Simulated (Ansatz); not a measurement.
System: sum formula AlBr2F (charge 0, singlet). SMILES: [Br][Al]([F])[Br]
Geometry: optimised at B3LYP-D3(BJ)/def2-TZVP (Ansatz, a first-principles code).

Property: vertical electron affinity (to the doublet state of charge -1; a negative value means that the extra electron is unbound and the number depends on the basis; each state is the SCF solution reached for its spin), in eV. Cores are frozen in the correlated levels unless marked. UHF or UKS for open shells. Spin-orbit coupling is left out. The frozen core is the preceding noble-gas configuration, with the filled d and f shells of earlier blocks. Non-relativistic. Anions need diffuse functions: def2-D sets add few. CBS(X,Y): correlation extrapolated as X^-3; Hartree-Fock from the larger set.

```json
[
 {"level": "CAM-B3LYP/def2-TZVPD", "program": "Ansatz", "vertical electron affinity (eV)": "0.28"},
 {"level": "wB97M-V/def2-TZVPD", "program": "Ansatz", "vertical electron affinity (eV)": "0.17"},
 {"level": "MP2/def2-QZVPPD", "program": "Ansatz", "vertical electron affinity (eV)": "0.13"},
 {"level": "RI-MP2/CBS(def2-TZVPPD,def2-QZVPPD)", "program": "Ansatz", "vertical electron affinity (eV)": "0.09"},
 {"level": "SCS-MP2/def2-SVPD", "program": "Ansatz", "vertical electron affinity (eV)": "-0.10"},
 {"level": "CCSD(T)/CBS(def2-TZVPPD,def2-QZVPPD)", "program": "Ansatz", "vertical electron affinity (eV)": "0.19"}
]
```
